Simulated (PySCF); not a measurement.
**Br⁸⁺: ionisation energy**

Br⁸⁺ [Ar] 3d9 [3d3/2^4 3d5/2^5, M_J = 5/2] → Br⁹⁺ [Ar] 3d8 [3d3/2^4 3d5/2^4, M_J = 4], as a difference of total energies. Computed with PySCF 2.14 in an uncontracted even-tempered set (18 s from 0.43 bohr⁻², ratio 2.8; 13 p from 0.56 bohr⁻², ratio 2.8; 9 d from 0.56 bohr⁻², ratio 2.8; 4 f from 4 bohr⁻², ratio 3), with the two-component X2C-1e Hamiltonian. Correlated levels: [Ne] frozen; the 76 highest virtual spinors dropped. "Screened" scales the spin-orbit matrix elements by Boettger's factors to mimic the two-electron term; Breit and QED terms are absent.

```
                    method  ionisation energy (eV)
 GHF (screened spin-orbit)                  223.85
GMP2 (screened spin-orbit)                  225.73
```

Q: How much does correlation contribute at GMP2 (screened spin-orbit)?

A: 225.73 − (223.85) = 1.88 eV, measured against GHF (screened spin-orbit).

The labels give the starting determinants; with spin-orbit coupling the two ends relaxed to ⟨J²⟩ = 8.75, ⟨L²⟩ = 6.00, ⟨S²⟩ = 0.75 and ⟨J²⟩ = 20.00, ⟨L²⟩ = 12.05, ⟨S²⟩ = 1.99.

For comparison: 224 ± 2.2 eV (theoretical estimate listed by NIST; NIST Atomic Spectra Database, ionization energies).
